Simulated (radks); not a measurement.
The helium ion He+, 1s1. All-electron calculation, non-relativistic Kohn-Sham, PBE, spin-polarised, spherical densities, point nucleus. Program: a radial shooting solver on a logarithmic mesh with Libxc functionals. Every spin shell is full or empty, so the densities are truly spherical. Functionals are evaluated on that one density, not self-consistently. Rank these exchange functionals by their error against the exact value of the orbitals, and give that value: LDA, PBE, PBEsol, RPBE, OPTX, WC, G96, EV93, TPSS, SCAN, r2SCAN, MVS.

Answer. Exact: -0.618988 hartree. From best to worst, with 100 (|E| - |E exact|)/|E exact| (equal figures are ties): r2SCAN +0.11, SCAN +0.11, TPSS +0.11, MVS +0.12, RPBE -0.18, G96 -0.25, OPTX -0.44, PBE -1.88, WC -3.86, EV93 +3.99, PBEsol -6.17, LDA -14.13.
